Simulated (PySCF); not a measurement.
BH$_{4}$Si (calculated)

Computed with PySCF 2.14.0. Calculation on a computer-drawn molecule: vertical ionisation energy to the stated ion spin, frozen-core CCSD(T) at the basis limit and cheaper methods, single-reference cases, UHF for radicals, no spin-orbit; all values are single points at the evaluated structure, the first of each entry, which is the reference or a displaced copy of it and isn't optimised; the reference structure only sets the zero of the energies above reference; triples share is (T) over the correlation energy.

Common to all runs: charge 1; multiplicity 1; ion multiplicity 2; diffuse functions no; basis cc-pV(n+d)Z; reference is the Hartree-Fock double-zeta minimum; best is HF at quadruple zeta + MP2 correlation extrapolated from triple and quadruple zeta + CCSD(T) minus MP2 at triple zeta; basis step is the size of the change from the same recipe one zeta lower.

(1) BH$_{4}$Si

Evaluated structure:
```xyz
6
BH4Si
B     -1.6052    -2.0753    -1.7103
Si    -1.7385    -0.1605    -1.0677
H     -2.5765    -2.6525    -2.0954
H     -0.6681    -2.5574    -1.6800
H     -2.0524     0.1895     0.2906
H     -1.6286     0.9541    -1.9935
```

Reference structure:
```xyz
6
BH4Si
B     -1.6094    -2.0972    -1.7185
Si    -1.7794    -0.1666    -1.1020
H     -2.5928    -2.6523    -2.0927
H     -0.5326    -2.6014    -1.6823
H     -2.0685     0.1946     0.2902
H     -1.6218     0.9710    -2.0147
```

| Quantity | Value |
| --- | --- |
| ionisation energy best | 18.19 eV |
| ionisation energy basis step | 0.03431 eV |
| energy above reference best | 6.733 kcal/mol |
| energy above reference basis step | 0.11 kcal/mol |
| ionisation energy Koopmans at triple zeta | 18.31 eV |
| ionisation energy EOM CCSD at triple zeta | 18.14 eV |
| total energy HF triple zeta | -315.6190 hartree |
| total energy CCSD(T) triple zeta | -315.8538 hartree |
| total energy best | -315.8816 hartree |
| T1 diagnostic at triple zeta | 0.01154 |
| D1 diagnostic at triple zeta | 0.02273 |
| ion T1 diagnostic at triple zeta | 0.01771 |
| ion D1 diagnostic at triple zeta | 0.04722 |
| ion spin squared at triple zeta | 0.769 |
| triples share at triple zeta | 0.02506 |
| basis functions triple zeta | 125 |

Drawn bonds:
| atom | other atom | order |
| --- | --- | --- |
| 1 | 2 | 1 |
| 1 | 3 | 1 |
| 1 | 4 | 1 |
| 2 | 5 | 1 |
| 2 | 6 | 1 |

Triple zeta:
| method | ionisation energy (eV) | energy above reference (kcal/mol) |
| --- | --- | --- |
| HF | 17.25 | 6.413 |
| PBE | 17.77 | 7.76 |
| r2SCAN | 17.85 | 6.954 |
| B3LYP | 17.96 | 6.567 |
| wB97X | 18 | 6.842 |
| MP2 | 18.07 | 6.505 |
| CCSD | 18.07 | 6.762 |
| CCSD(T) | 18.09 | 6.886 |

(2) BH$_{4}$Si

Evaluated structure:
```xyz
6
BH4Si
B     -1.6052    -2.0753    -1.7103
Si    -1.7385    -0.1605    -1.0677
H     -2.5765    -2.6525    -2.0954
H     -0.5472    -2.6196    -1.6761
H     -2.0524     0.1895     0.2906
H     -1.6286     0.9541    -1.9935
```

Reference structure:
```xyz
6
BH4Si
B     -1.6094    -2.0972    -1.7185
Si    -1.7794    -0.1666    -1.1020
H     -2.5928    -2.6523    -2.0927
H     -0.5326    -2.6014    -1.6823
H     -2.0685     0.1946     0.2902
H     -1.6218     0.9710    -2.0147
```

| Property | Result |
| --- | --- |
| ionisation energy best | 18.11 eV |
| ionisation energy basis step | 0.03497 eV |
| energy above reference best | 0.5483 kcal/mol |
| energy above reference basis step | 0.02161 kcal/mol |
| ionisation energy Koopmans at triple zeta | 18.25 eV |
| ionisation energy EOM CCSD at triple zeta | 18.06 eV |
| total energy HF triple zeta | -315.6285 hartree |
| total energy CCSD(T) triple zeta | -315.8638 hartree |
| total energy best | -315.8915 hartree |
| T1 diagnostic at triple zeta | 0.01193 |
| D1 diagnostic at triple zeta | 0.02412 |
| ion T1 diagnostic at triple zeta | 0.01794 |
| ion D1 diagnostic at triple zeta | 0.04768 |
| ion spin squared at triple zeta | 0.7682 |
| triples share at triple zeta | 0.02567 |
| basis functions triple zeta | 125 |

Drawn bonds:
| atom | other atom | order |
| --- | --- | --- |
| 1 | 2 | 1 |
| 1 | 3 | 1 |
| 1 | 4 | 1 |
| 2 | 5 | 1 |
| 2 | 6 | 1 |

Triple zeta:
| method | ionisation energy (eV) | energy above reference (kcal/mol) |
| --- | --- | --- |
| HF | 17.18 | 0.4785 |
| PBE | 17.68 | 0.7266 |
| r2SCAN | 17.76 | 0.5119 |
| B3LYP | 17.87 | 0.5203 |
| wB97X | 17.91 | 0.4859 |
| MP2 | 17.99 | 0.4639 |
| CCSD | 17.99 | 0.5432 |
| CCSD(T) | 18.01 | 0.5677 |

(3) BH$_{4}$Si

Evaluated structure:
```xyz
6
BH4Si
B     -1.6052    -2.0753    -1.7103
Si    -1.7385    -0.1605    -1.0677
H     -2.5765    -2.6525    -2.0954
H     -0.5187    -2.6343    -1.6752
H     -2.0524     0.1895     0.2906
H     -1.6286     0.9541    -1.9935
```

Reference structure:
```xyz
6
BH4Si
B     -1.6094    -2.0972    -1.7185
Si    -1.7794    -0.1666    -1.1020
H     -2.5928    -2.6523    -2.0927
H     -0.5326    -2.6014    -1.6823
H     -2.0685     0.1946     0.2902
H     -1.6218     0.9710    -2.0147
```

| Item | Value |
| --- | --- |
| ionisation energy best | 18.07 eV |
| ionisation energy basis step | 0.03508 eV |
| energy above reference best | 0.8949 kcal/mol |
| energy above reference basis step | 0.005841 kcal/mol |
| ionisation energy Koopmans at triple zeta | 18.22 eV |
| ionisation energy EOM CCSD at triple zeta | 18.03 eV |
| total energy HF triple zeta | -315.6277 hartree |
| total energy CCSD(T) triple zeta | -315.8633 hartree |
| total energy best | -315.8909 hartree |
| T1 diagnostic at triple zeta | 0.01205 |
| D1 diagnostic at triple zeta | 0.02455 |
| ion T1 diagnostic at triple zeta | 0.01848 |
| ion D1 diagnostic at triple zeta | 0.04865 |
| ion spin squared at triple zeta | 0.7701 |
| triples share at triple zeta | 0.02583 |
| basis functions triple zeta | 125 |

Drawn bonds:
| atom | other atom | order |
| --- | --- | --- |
| 1 | 2 | 1 |
| 1 | 3 | 1 |
| 1 | 4 | 1 |
| 2 | 5 | 1 |
| 2 | 6 | 1 |

Triple zeta:
| method | ionisation energy (eV) | energy above reference (kcal/mol) |
| --- | --- | --- |
| HF | 17.15 | 0.9461 |
| PBE | 17.64 | 0.8608 |
| r2SCAN | 17.73 | 0.7946 |
| B3LYP | 17.84 | 0.8778 |
| wB97X | 17.88 | 0.8154 |
| MP2 | 17.96 | 0.8768 |
| CCSD | 17.96 | 0.8958 |
| CCSD(T) | 17.98 | 0.893 |

(4) BH$_{4}$Si

Evaluated structure:
```xyz
6
BH4Si
B     -1.6052    -2.0753    -1.7103
Si    -1.7385    -0.1605    -1.0677
H     -2.5765    -2.6525    -2.0954
H     -0.1552    -2.8213    -1.6634
H     -2.0524     0.1895     0.2906
H     -1.6286     0.9541    -1.9935
```

Reference structure:
```xyz
6
BH4Si
B     -1.6094    -2.0972    -1.7185
Si    -1.7794    -0.1666    -1.1020
H     -2.5928    -2.6523    -2.0927
H     -0.5326    -2.6014    -1.6823
H     -2.0685     0.1946     0.2902
H     -1.6218     0.9710    -2.0147
```

| Property | Result |
| --- | --- |
| ionisation energy best | 17.1 eV |
| ionisation energy basis step | 0.02019 eV |
| energy above reference best | 29.36 kcal/mol |
| energy above reference basis step | 0.1856 kcal/mol |
| ionisation energy Koopmans at triple zeta | 17.03 eV |
| ionisation energy EOM CCSD at triple zeta | 17.07 eV |
| total energy HF triple zeta | -315.5767 hartree |
| total energy CCSD(T) triple zeta | -315.8182 hartree |
| total energy best | -315.8456 hartree |
| T1 diagnostic at triple zeta | 0.01489 |
| D1 diagnostic at triple zeta | 0.03574 |
| ion T1 diagnostic at triple zeta | 0.02459 |
| ion D1 diagnostic at triple zeta | 0.08312 |
| ion spin squared at triple zeta | 0.7697 |
| triples share at triple zeta | 0.0287 |
| basis functions triple zeta | 125 |

Drawn bonds:
| atom | other atom | order |
| --- | --- | --- |
| 1 | 2 | 1 |
| 1 | 3 | 1 |
| 1 | 4 | 1 |
| 2 | 5 | 1 |
| 2 | 6 | 1 |

Triple zeta:
| method | ionisation energy (eV) | energy above reference (kcal/mol) |
| --- | --- | --- |
| HF | 15.76 | 32.97 |
| PBE | 16.85 | 26.7 |
| r2SCAN | 16.82 | 28.66 |
| B3LYP | 16.94 | 29.31 |
| wB97X | 16.94 | 30.41 |
| MP2 | 16.85 | 31.2 |
| CCSD | 16.96 | 29.71 |
| CCSD(T) | 17.01 | 29.17 |

(5) BH$_{4}$Si

Evaluated structure:
```xyz
6
BH4Si
B     -1.6079    -2.0972    -1.7210
Si    -1.7866    -0.1591    -1.1097
H     -2.5964    -2.6561    -2.0960
H     -0.5406    -2.6048    -1.6758
H     -2.0750     0.2099     0.2917
H     -1.6263     0.9751    -2.0122
```

Reference structure:
```xyz
6
BH4Si
B     -1.6094    -2.0972    -1.7185
Si    -1.7794    -0.1666    -1.1020
H     -2.5928    -2.6523    -2.0927
H     -0.5326    -2.6014    -1.6823
H     -2.0685     0.1946     0.2902
H     -1.6218     0.9710    -2.0147
```

| Quantity | Value |
| --- | --- |
| ionisation energy best | 18 eV |
| ionisation energy basis step | 0.03487 eV |
| energy above reference best | 0.1234 kcal/mol |
| energy above reference basis step | 0.01095 kcal/mol |
| ionisation energy Koopmans at triple zeta | 18.13 eV |
| ionisation energy EOM CCSD at triple zeta | 17.96 eV |
| total energy HF triple zeta | -315.6291 hartree |
| total energy CCSD(T) triple zeta | -315.8646 hartree |
| total energy best | -315.8922 hartree |
| T1 diagnostic at triple zeta | 0.01183 |
| D1 diagnostic at triple zeta | 0.02287 |
| ion T1 diagnostic at triple zeta | 0.01783 |
| ion D1 diagnostic at triple zeta | 0.047 |
| ion spin squared at triple zeta | 0.7686 |
| triples share at triple zeta | 0.02583 |
| basis functions triple zeta | 125 |

Drawn bonds:
| atom | other atom | order |
| --- | --- | --- |
| 1 | 2 | 1 |
| 1 | 3 | 1 |
| 1 | 4 | 1 |
| 2 | 5 | 1 |
| 2 | 6 | 1 |

Triple zeta:
| method | ionisation energy (eV) | energy above reference (kcal/mol) |
| --- | --- | --- |
| HF | 17.07 | 0.08083 |
| PBE | 17.58 | 0.1229 |
| r2SCAN | 17.66 | 0.1426 |
| B3LYP | 17.77 | 0.124 |
| wB97X | 17.81 | 0.1347 |
| MP2 | 17.88 | 0.1175 |
| CCSD | 17.88 | 0.1071 |
| CCSD(T) | 17.9 | 0.1074 |

(6) BH$_{4}$Si

Evaluated structure:
```xyz
6
BH4Si
B     -1.6062    -2.0952    -1.7836
Si    -1.7804    -0.1542    -1.0696
H     -2.5268    -2.6241    -2.0486
H     -0.5572    -2.5535    -1.7024
H     -2.0546     0.2291     0.2775
H     -1.5997     0.9549    -2.0171
```

Reference structure:
```xyz
6
BH4Si
B     -1.6094    -2.0972    -1.7185
Si    -1.7794    -0.1666    -1.1020
H     -2.5928    -2.6523    -2.0927
H     -0.5326    -2.6014    -1.6823
H     -2.0685     0.1946     0.2902
H     -1.6218     0.9710    -2.0147
```

| Item | Value |
| --- | --- |
| ionisation energy best | 17.91 eV |
| ionisation energy basis step | 0.03464 eV |
| energy above reference best | 4.718 kcal/mol |
| energy above reference basis step | 0.1732 kcal/mol |
| ionisation energy Koopmans at triple zeta | 17.98 eV |
| ionisation energy EOM CCSD at triple zeta | 17.86 eV |
| total energy HF triple zeta | -315.6228 hartree |
| total energy CCSD(T) triple zeta | -315.8571 hartree |
| total energy best | -315.8848 hartree |
| T1 diagnostic at triple zeta | 0.0111 |
| D1 diagnostic at triple zeta | 0.02022 |
| ion T1 diagnostic at triple zeta | 0.01712 |
| ion D1 diagnostic at triple zeta | 0.04783 |
| ion spin squared at triple zeta | 0.7667 |
| triples share at triple zeta | 0.02508 |
| basis functions triple zeta | 125 |

Drawn bonds:
| atom | other atom | order |
| --- | --- | --- |
| 1 | 2 | 1 |
| 1 | 3 | 1 |
| 1 | 4 | 1 |
| 2 | 5 | 1 |
| 2 | 6 | 1 |

Triple zeta:
| method | ionisation energy (eV) | energy above reference (kcal/mol) |
| --- | --- | --- |
| HF | 16.93 | 4.046 |
| PBE | 17.52 | 5.98 |
| r2SCAN | 17.59 | 5.286 |
| B3LYP | 17.69 | 4.723 |
| wB97X | 17.71 | 4.968 |
| MP2 | 17.78 | 4.421 |
| CCSD | 17.78 | 4.654 |
| CCSD(T) | 17.81 | 4.781 |

(7) BH$_{4}$Si

Evaluated structure:
```xyz
6
BH4Si
B     -1.5739    -2.0804    -1.7245
Si    -1.7710    -0.1349    -1.1235
H     -2.6020    -2.6113    -2.0690
H     -0.5738    -2.6116    -1.6746
H     -2.0386     0.2017     0.2495
H     -1.6538     0.9025    -1.9536
```

Reference structure:
```xyz
6
BH4Si
B     -1.6094    -2.0972    -1.7185
Si    -1.7794    -0.1666    -1.1020
H     -2.5928    -2.6523    -2.0927
H     -0.5326    -2.6014    -1.6823
H     -2.0685     0.1946     0.2902
H     -1.6218     0.9710    -2.0147
```

| Property | Result |
| --- | --- |
| ionisation energy best | 18.02 eV |
| ionisation energy basis step | 0.03395 eV |
| energy above reference best | 6.51 kcal/mol |
| energy above reference basis step | 0.2001 kcal/mol |
| ionisation energy Koopmans at triple zeta | 18.12 eV |
| ionisation energy EOM CCSD at triple zeta | 17.98 eV |
| total energy HF triple zeta | -315.6200 hartree |
| total energy CCSD(T) triple zeta | -315.8543 hartree |
| total energy best | -315.8820 hartree |
| T1 diagnostic at triple zeta | 0.01132 |
| D1 diagnostic at triple zeta | 0.02257 |
| ion T1 diagnostic at triple zeta | 0.01716 |
| ion D1 diagnostic at triple zeta | 0.04446 |
| ion spin squared at triple zeta | 0.7693 |
| triples share at triple zeta | 0.025 |
| basis functions triple zeta | 125 |

Drawn bonds:
| atom | other atom | order |
| --- | --- | --- |
| 1 | 2 | 1 |
| 1 | 3 | 1 |
| 1 | 4 | 1 |
| 2 | 5 | 1 |
| 2 | 6 | 1 |

Triple zeta:
| method | ionisation energy (eV) | energy above reference (kcal/mol) |
| --- | --- | --- |
| HF | 17.06 | 5.819 |
| PBE | 17.63 | 7.928 |
| r2SCAN | 17.7 | 6.964 |
| B3LYP | 17.81 | 6.557 |
| wB97X | 17.83 | 6.558 |
| MP2 | 17.9 | 6.079 |
| CCSD | 17.9 | 6.397 |
| CCSD(T) | 17.93 | 6.536 |

(8) BH$_{4}$Si

Evaluated structure:
```xyz
6
BH4Si
B     -1.5739    -2.0804    -1.7245
Si    -1.7710    -0.1349    -1.1235
H     -2.6020    -2.6113    -2.0690
H     -0.6091    -2.5929    -1.6764
H     -2.0386     0.2017     0.2495
H     -1.6538     0.9025    -1.9536
```

Reference structure:
```xyz
6
BH4Si
B     -1.6094    -2.0972    -1.7185
Si    -1.7794    -0.1666    -1.1020
H     -2.5928    -2.6523    -2.0927
H     -0.5326    -2.6014    -1.6823
H     -2.0685     0.1946     0.2902
H     -1.6218     0.9710    -2.0147
```

| Item | Value |
| --- | --- |
| ionisation energy best | 18.04 eV |
| ionisation energy basis step | 0.03353 eV |
| energy above reference best | 8.445 kcal/mol |
| energy above reference basis step | 0.2243 kcal/mol |
| ionisation energy Koopmans at triple zeta | 18.13 eV |
| ionisation energy EOM CCSD at triple zeta | 17.99 eV |
| total energy HF triple zeta | -315.6170 hartree |
| total energy CCSD(T) triple zeta | -315.8512 hartree |
| total energy best | -315.8789 hartree |
| T1 diagnostic at triple zeta | 0.01121 |
| D1 diagnostic at triple zeta | 0.02219 |
| ion T1 diagnostic at triple zeta | 0.01697 |
| ion D1 diagnostic at triple zeta | 0.04281 |
| ion spin squared at triple zeta | 0.77 |
| triples share at triple zeta | 0.02483 |
| basis functions triple zeta | 125 |

Drawn bonds:
| atom | other atom | order |
| --- | --- | --- |
| 1 | 2 | 1 |
| 1 | 3 | 1 |
| 1 | 4 | 1 |
| 2 | 5 | 1 |
| 2 | 6 | 1 |

Triple zeta:
| method | ionisation energy (eV) | energy above reference (kcal/mol) |
| --- | --- | --- |
| HF | 17.07 | 7.683 |
| PBE | 17.64 | 10.11 |
| r2SCAN | 17.71 | 8.972 |
| B3LYP | 17.82 | 8.449 |
| wB97X | 17.85 | 8.551 |
| MP2 | 17.91 | 7.976 |
| CCSD | 17.91 | 8.344 |
| CCSD(T) | 17.94 | 8.511 |

(9) BH$_{4}$Si

Evaluated structure:
```xyz
6
BH4Si
B     -1.5739    -2.0804    -1.7245
Si    -1.7710    -0.1349    -1.1235
H     -2.6020    -2.6113    -2.0690
H     -0.6003    -2.5975    -1.6759
H     -2.0386     0.2017     0.2495
H     -1.6538     0.9025    -1.9536
```

Reference structure:
```xyz
6
BH4Si
B     -1.6094    -2.0972    -1.7185
Si    -1.7794    -0.1666    -1.1020
H     -2.5928    -2.6523    -2.0927
H     -0.5326    -2.6014    -1.6823
H     -2.0685     0.1946     0.2902
H     -1.6218     0.9710    -2.0147
```

| Item | Value |
| --- | --- |
| ionisation energy best | 18.04 eV |
| ionisation energy basis step | 0.03364 eV |
| energy above reference best | 7.836 kcal/mol |
| energy above reference basis step | 0.2189 kcal/mol |
| ionisation energy Koopmans at triple zeta | 18.13 eV |
| ionisation energy EOM CCSD at triple zeta | 17.99 eV |
| total energy HF triple zeta | -315.6179 hartree |
| total energy CCSD(T) triple zeta | -315.8521 hartree |
| total energy best | -315.8799 hartree |
| T1 diagnostic at triple zeta | 0.01124 |
| D1 diagnostic at triple zeta | 0.02228 |
| ion T1 diagnostic at triple zeta | 0.01701 |
| ion D1 diagnostic at triple zeta | 0.04318 |
| ion spin squared at triple zeta | 0.7698 |
| triples share at triple zeta | 0.02487 |
| basis functions triple zeta | 125 |

Drawn bonds:
| atom | other atom | order |
| --- | --- | --- |
| 1 | 2 | 1 |
| 1 | 3 | 1 |
| 1 | 4 | 1 |
| 2 | 5 | 1 |
| 2 | 6 | 1 |

Triple zeta:
| method | ionisation energy (eV) | energy above reference (kcal/mol) |
| --- | --- | --- |
| HF | 17.07 | 7.089 |
| PBE | 17.64 | 9.443 |
| r2SCAN | 17.71 | 8.346 |
| B3LYP | 17.82 | 7.853 |
| wB97X | 17.85 | 7.927 |
| MP2 | 17.91 | 7.376 |
| CCSD | 17.91 | 7.732 |
| CCSD(T) | 17.94 | 7.892 |

(10) BH$_{4}$Si

Evaluated structure:
```xyz
6
BH4Si
B     -1.5739    -2.0804    -1.7245
Si    -1.7710    -0.1349    -1.1235
H     -2.6020    -2.6113    -2.0690
H     -0.4132    -2.6969    -1.6666
H     -2.0386     0.2017     0.2495
H     -1.6538     0.9025    -1.9536
```

Reference structure:
```xyz
6
BH4Si
B     -1.6094    -2.0972    -1.7185
Si    -1.7794    -0.1666    -1.1020
H     -2.5928    -2.6523    -2.0927
H     -0.5326    -2.6014    -1.6823
H     -2.0685     0.1946     0.2902
H     -1.6218     0.9710    -2.0147
```

| Quantity | Value |
| --- | --- |
| ion spin squared at triple zeta | withheld |
| total energy CCSD(T) triple zeta | withheld |
| ion T1 diagnostic at triple zeta | withheld |

Drawn bonds:
| atom | other atom | order |
| --- | --- | --- |
| 1 | 2 | 1 |
| 1 | 3 | 1 |
| 1 | 4 | 1 |
| 2 | 5 | 1 |
| 2 | 6 | 1 |

Question: Give the missing ion spin squared at triple zeta for BH$_{4}$Si (entry 10).
Answer: 0.7744

Question: What total energy CCSD(T) triple zeta does the calculation give for BH$_{4}$Si (entry 10)?
Answer: -315.8493 hartree

Question: Estimate the ion T1 diagnostic at triple zeta of BH$_{4}$Si (entry 10).
Answer: 0.02008

Question: Give the table of triple zeta values for BH$_{4}$Si (entry 10).
Answer: 
Triple zeta:
| method | ionisation energy (eV) | energy above reference (kcal/mol) |
| --- | --- | --- |
| HF | 16.96 | 9.896 |
| PBE | 17.48 | 10 |
| r2SCAN | 17.55 | 9.904 |
| B3LYP | 17.67 | 9.897 |
| wB97X | 17.7 | 9.782 |
| MP2 | 17.79 | 9.778 |
| CCSD | 17.78 | 9.727 |
| CCSD(T) | 17.8 | 9.708 |

Further results for BH$_{4}$Si (entry 10):

| Property | Result |
| --- | --- |
| ionisation energy best | 17.9 eV |
| ionisation energy basis step | 0.03527 eV |
| energy above reference best | 9.807 kcal/mol |
| energy above reference basis step | 0.06152 kcal/mol |
| ionisation energy Koopmans at triple zeta | 18.01 eV |
| ionisation energy EOM CCSD at triple zeta | 17.85 eV |
| total energy HF triple zeta | -315.6135 hartree |
| total energy best | -315.8767 hartree |
| T1 diagnostic at triple zeta | 0.01201 |
| D1 diagnostic at triple zeta | 0.02517 |
| ion D1 diagnostic at triple zeta | 0.05471 |
| triples share at triple zeta | 0.02592 |
| basis functions triple zeta | 125 |
